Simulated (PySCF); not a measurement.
PySCF input for W(O)2(Me)2 (C₂H₆O₂W), SMILES [CH3][W](=[O])(=[O])[CH3], multiplicity 1, B3LYP-D3(BJ)/def2-SVP. Coordinates come from a B3LYP-D3(BJ)/def2-SVP optimisation. The spin state was assumed, not searched. The structure was generated by enumeration; whether it is a known compound was not checked. The def2 effective core potentials stand for the cores of W; spin–orbit coupling is left out.

```python
import numpy as np
from pyscf import gto, scf, dft, df
from pyscf.hessian import thermo

mol = gto.M(
    atom='''
    W     0.00000000   -0.00000000    0.06433869
    O    -0.00000000    1.40812098    1.04213464
    O     0.00000000   -1.40812097    1.04213464
    C     1.76034845    0.00000000   -1.11721325
    H     1.77406099    0.90167144   -1.75549264
    H     1.77406100   -0.90167145   -1.75549264
    H     2.67574762    0.00000001   -0.50334401
    C    -1.76034846   -0.00000000   -1.11721324
    H    -2.67574762   -0.00000000   -0.50334400
    H    -1.77406101   -0.90167145   -1.75549263
    H    -1.77406102    0.90167144   -1.75549263
    ''',
    basis='def2-SVP',
    ecp={'W': 'def2-svp'},
    charge=0,
    spin=0,
    max_memory=1600,
    verbose=3,
)
mf = dft.RKS(mol, xc='b3lyp').density_fit(auxbasis='def2-universal-jkfit')
mf.disp = 'd3bj'
mf.grids.level = 3
mf.conv_tol = 1e-11
mf.max_cycle = 100
mf.kernel()

# [left out here: the lines that compute and print the analytic Hessian (its translational invariance restored by hand, since the grid's response is missing), thermochemistry and intensities]
```

It prints:

```
[...]
       8   H                -0.04 -0.00 -0.05    0.09 -0.00  0.16    0.17  0.00  0.13
       9   H                -0.01  0.00 -0.03   -0.31 -0.00 -0.10    0.14 -0.01  0.11
      10   H                -0.01 -0.00 -0.03   -0.31  0.00 -0.10    0.14  0.01  0.11
Mode                                 9                  10                  11
Irrep
Freq [cm^-1]                      608.1559            640.5399            668.7067
Reduced mass [au]                   1.7658              1.2927              1.2633
Force const [Dyne/A]                0.3848              0.3125              0.3328
Char temp [K]                     875.0009            921.5943            962.1201
Normal mode                   x     y     z       x     y     z       x     y     z
       0   W                -0.02 -0.00  0.00    0.00  0.00  0.01    0.00  0.00  0.00
       1   O                 0.02  0.00  0.00   -0.00  0.00  0.01    0.03  0.00  0.00
       2   O                 0.02 -0.00  0.00   -0.00 -0.00  0.01   -0.03  0.00 -0.00
       3   C                 0.12  0.00 -0.00   -0.05 -0.00 -0.08    0.00  0.09 -0.00
       4   H                -0.12 -0.02 -0.04    0.27  0.02 -0.04    0.31 -0.12 -0.28
       5   H                -0.12  0.02 -0.04    0.27 -0.02 -0.04   -0.31 -0.12  0.28
       6   H                 0.34 -0.00 -0.34   -0.33  0.00  0.35   -0.00 -0.13  0.00
       7   C                 0.12  0.00  0.00    0.05  0.00 -0.08   -0.00 -0.09 -0.00
       8   H                 0.34 -0.00  0.34    0.33 -0.00  0.35    0.00  0.13  0.00
       9   H                -0.12 -0.02  0.04   -0.27 -0.02 -0.04   -0.31  0.12 -0.28
      10   H                -0.12  0.02  0.04   -0.27  0.02 -0.04    0.31  0.12  0.28
Mode                                12                  13                  14
Irrep
Freq [cm^-1]                      672.8587            994.5458           1028.9230
Reduced mass [au]                   1.2612             15.7149             16.3692
Force const [Dyne/A]                0.3364              9.1583             10.2104
Char temp [K]                     968.0939           1430.9300           1480.3911
Normal mode                   x     y     z       x     y     z       x     y     z
       0   W                 0.00  0.00 -0.00   -0.00 -0.03 -0.00   -0.00  0.00 -0.02
       1   O                -0.00  0.02  0.02   -0.00  0.14  0.09   -0.00  0.14  0.10
       2   O                 0.00  0.02 -0.02    0.00  0.14 -0.09   -0.00 -0.14  0.10
       3   C                -0.00 -0.09  0.00    0.00  0.01 -0.00    0.01 -0.00 -0.00
       4   H                -0.31  0.12  0.27    0.03 -0.01 -0.03   -0.02  0.00  0.00
       5   H                 0.31  0.12 -0.27   -0.03 -0.01  0.03   -0.02 -0.00  0.00
       6   H                 0.00  0.14 -0.00    0.00 -0.02  0.00    0.01  0.00 -0.00
       7   C                -0.00 -0.09 -0.00   -0.00  0.01  0.00   -0.01  0.00 -0.00
       8   H                 0.00  0.14  0.00   -0.00 -0.02 -0.00   -0.01  0.00 -0.00
       9   H                -0.31  0.12 -0.27    0.03 -0.01  0.03    0.02 -0.00  0.00
      10   H                 0.31  0.12  0.27   -0.03 -0.01 -0.03    0.02  0.00  0.00
Mode                                15                  16                  17
Irrep
Freq [cm^-1]                     1208.3845           1216.4108           1390.2957
Reduced mass [au]                   1.2529              1.2466              1.0625
Force const [Dyne/A]                1.0779              1.0867              1.2100
Char temp [K]                    1738.5962           1750.1443           2000.3260
Normal mode                   x     y     z       x     y     z       x     y     z
       0   W                -0.00  0.00  0.00    0.00 -0.00  0.00   -0.00  0.00 -0.00
       1   O                -0.00 -0.00 -0.00    0.00 -0.01 -0.00    0.00 -0.00 -0.00
       2   O                -0.00  0.00  0.00    0.00  0.01 -0.00    0.00  0.00  0.00
       3   C                 0.08 -0.00 -0.05    0.08 -0.00 -0.05   -0.02 -0.00 -0.04
       4   H                -0.31  0.11  0.12   -0.32  0.11  0.12    0.12  0.27  0.35
       5   H                -0.31 -0.11  0.12   -0.32 -0.11  0.12    0.12 -0.27  0.35
       6   H                -0.19 -0.00  0.32   -0.18 -0.00  0.32    0.09  0.00 -0.19
       7   C                 0.08 -0.00  0.05   -0.08  0.00 -0.05   -0.02 -0.00  0.04
       8   H                -0.19 -0.00 -0.32    0.18  0.00  0.32    0.09 -0.00  0.19
       9   H                -0.31  0.11 -0.12    0.32 -0.11  0.12    0.12  0.27 -0.35
      10   H                -0.31 -0.11 -0.12    0.32  0.11  0.12    0.12 -0.27 -0.35
Mode                                18                  19                  20
Irrep
Freq [cm^-1]                     1399.5255           1403.8550           1409.5442
Reduced mass [au]                   1.0577              1.0555              1.0532
Force const [Dyne/A]                1.2206              1.2256              1.2329
Char temp [K]                    2013.6056           2019.8349           2028.0203
Normal mode                   x     y     z       x     y     z       x     y     z
       0   W                 0.00 -0.00 -0.00    0.00 -0.00 -0.00   -0.00  0.00 -0.00
       1   O                -0.00 -0.00  0.00    0.00  0.00 -0.00   -0.00 -0.00 -0.00
       2   O                -0.00  0.00  0.00   -0.00  0.00  0.00   -0.00 -0.00  0.00
       3   C                -0.02 -0.00 -0.04   -0.00 -0.05 -0.00   -0.00  0.04 -0.00
       4   H                 0.11  0.27  0.36    0.30  0.04  0.11   -0.31 -0.04 -0.11
       5   H                 0.11 -0.27  0.36   -0.30  0.04 -0.11    0.31 -0.04  0.11
       6   H                 0.09 -0.00 -0.19    0.00  0.51 -0.00    0.00 -0.51 -0.00
       7   C                 0.02 -0.00 -0.04    0.00  0.05 -0.00    0.00  0.04 -0.00
       8   H                -0.09  0.00 -0.19   -0.00 -0.51 -0.00   -0.00 -0.51 -0.00
       9   H                -0.11 -0.27  0.36   -0.30 -0.04  0.11   -0.31 -0.04  0.11
      10   H                -0.11  0.27  0.36    0.30 -0.04 -0.11    0.31 -0.04 -0.11
Mode                                21                  22                  23
Irrep
Freq [cm^-1]                     3004.1043           3006.5484           3098.7925
Reduced mass [au]                   1.0336              1.0339              1.1031
Force const [Dyne/A]                5.4960              5.5064              6.2409
Char temp [K]                    4322.2373           4325.7538           4458.4724
Normal mode                   x     y     z       x     y     z       x     y     z
       0   W                 0.00  0.00 -0.00    0.00 -0.00  0.00   -0.00 -0.00  0.00
       1   O                -0.00  0.00  0.00   -0.00 -0.00 -0.00   -0.00  0.00 -0.00
       2   O                -0.00 -0.00  0.00   -0.00  0.00 -0.00    0.00  0.00 -0.00
       3   C                 0.02  0.00 -0.03   -0.02 -0.00  0.03    0.00 -0.06  0.00
       4   H                 0.00 -0.36  0.25   -0.00  0.36 -0.25    0.01  0.38 -0.28
       5   H                 0.00  0.36  0.25   -0.00 -0.36 -0.25   -0.01  0.38  0.28
       6   H                -0.25  0.00 -0.19    0.25 -0.00  0.19   -0.00 -0.01 -0.00
       7   C                 0.02  0.00  0.03    0.02  0.00  0.03   -0.00  0.06  0.00
       8   H                -0.25  0.00  0.19   -0.25  0.00  0.19    0.00  0.01 -0.00
       9   H                 0.00 -0.36 -0.25    0.00 -0.36 -0.25   -0.01 -0.38 -0.28
      10   H                 0.00  0.36 -0.25    0.00  0.36 -0.25    0.01 -0.38  0.28
Mode                                24                  25                  26
Irrep
Freq [cm^-1]                     3100.7467           3117.5677           3117.6149
Reduced mass [au]                   1.1029              1.0998              1.0997
Force const [Dyne/A]                6.2476              6.2981              6.2976
Char temp [K]                    4461.2841           4485.4858           4485.5537
Normal mode                   x     y     z       x     y     z       x     y     z
       0   W                 0.00 -0.00 -0.00   -0.00 -0.00  0.00   -0.00 -0.00 -0.00
       1   O                 0.00  0.00 -0.00    0.00  0.00 -0.00    0.00 -0.00  0.00
       2   O                -0.00  0.00  0.00    0.00 -0.00 -0.00    0.00  0.00  0.00
       3   C                 0.00 -0.06  0.00    0.04  0.00  0.05   -0.04 -0.00 -0.05
       4   H                 0.01  0.38 -0.28    0.01  0.17 -0.11   -0.01 -0.18  0.12
       5   H                -0.01  0.38  0.28    0.01 -0.17 -0.11   -0.01  0.18  0.12
       6   H                -0.00 -0.01 -0.00   -0.49  0.00 -0.33    0.51 -0.00  0.34
       7   C                 0.00 -0.06 -0.00   -0.04 -0.00  0.05   -0.04 -0.00  0.05
       8   H                -0.00 -0.01  0.00    0.51 -0.00 -0.34    0.49 -0.00 -0.33
       9   H                 0.01  0.38  0.28   -0.01 -0.18 -0.12   -0.01 -0.17 -0.11
      10   H                -0.01  0.38 -0.28   -0.01  0.18 -0.12   -0.01  0.17 -0.11
temperature 298.1500 [K]
pressure 101325.00 [Pa]
Rotational constants [GHz] 3.49189 3.00307 2.81440
Symmetry number 2
Zero-point energy (ZPE) 0.07630 [Eh]   200329.213 [J/mol]
                           tot       elec      trans        rot        vib
Entropy [J/mol/K]       364.713      0.000    177.402    106.328     80.984
Cv [J/mol/K]            110.761      0.000     12.472     12.472     85.817
Cp [J/mol/K]            119.075      0.000     20.786     12.472     85.817
Internal energy [J/mol]                      3718.434   3718.434 213860.773
Internal energy [Eh]   -297.24808  -297.33237
Enthalpy [J/mol]                             6197.391   3718.434 213860.773
Enthalpy [Eh]          -297.24713
Gibbs free energy [J/mol]                  -46694.999 -27983.119 189715.508
Gibbs free energy [Eh] -297.28855
static polarisability / bohr^3: [[69.839 -0.     0.   ]
 [-0.    58.423  0.   ]
 [ 0.    -0.    61.203]]
largest difference of analytic and finite-field dipole derivatives / e: 0.000993442392092314
mode   freq/cm-1   IR/(km/mol)   Raman/(A^4/amu)   depolarisation
   1      119.20         0.000             0.016            0.750
   2      123.39         0.328             0.199            0.750
   3      152.95         0.396             2.978            0.745
   4      180.91         0.149             1.231            0.750
   5      214.79         0.000             3.969            0.750
   6      219.82         7.538             0.620            0.750
   7      324.76         4.088             2.805            0.742
   8      513.30        25.062             1.323            0.750
   9      556.18        19.592            15.870            0.085
  10      608.16        30.534             2.457            0.750
  11      640.54        14.982             5.046            0.744
  12      668.71         0.000             3.337            0.750
  13      672.86         3.815             1.972            0.750
  14      994.55       181.176             7.074            0.750
  15     1028.92        78.082            29.050            0.008
  16     1208.38        10.796             0.349            0.750
  17     1216.41         5.455             0.197            0.687
  18     1390.30        21.844             0.214            0.750
  19     1399.53         4.563            33.099            0.679
  20     1403.86         0.000            28.705            0.750
  21     1409.54        20.292             0.154            0.750
  22     3004.10         7.392             8.542            0.750
  23     3006.55         0.082           303.449            0.001
  24     3098.79         0.000            21.365            0.750
  25     3100.75         3.535           120.281            0.750
  26     3117.57         0.207           123.346            0.657
  27     3117.61         0.399            51.021            0.750
max |gradient| / (hartree/bohr): 0.0001205521209962612
APT charges: [ 1.755  -0.6513 -0.6513 -0.3096  0.0128  0.0128  0.0578 -0.3096  0.0578
  0.0128  0.0128]
```

Self-consistency was reached.
